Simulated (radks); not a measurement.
Q: These are the eigenvalues of the occupied orbitals of an atom or ion with whole-number occupations (Ry). Method: non-relativistic Kohn-Sham, TPSS, spin-polarised, spherical densities, point nucleus; meta-GGA in the generalised Kohn-Sham scheme; computed with a radial shooting solver on a logarithmic mesh with Libxc functionals.

orbital  eigenvalue
1s up     -2616.424
1s down   -2616.423
2s up     -480.6455
2s down   -479.7366
2p up     -458.8688
2p down   -458.1888
3s up     -164.6847
3s down   -163.6703
3p up     -155.8351
3p down   -154.7278
3d up     -140.4370
3d down   -139.0453

Which element is it, and in what charge state? The configuration may be excited. Open shells, if any, are filled with parallel spins first.

A: Z = 55, caesium, charge +31: Cs31+ in [Ar] 3d6. The list shows which subshells hold electrons but not how many an open one holds; the 1s level, -1308.2 hartree, gives Z - s = 51.2 by -(Z - s)^2/2, which with screening narrows Z to a few neighbours, and the depths of the outer levels then fix element, charge and occupations together.
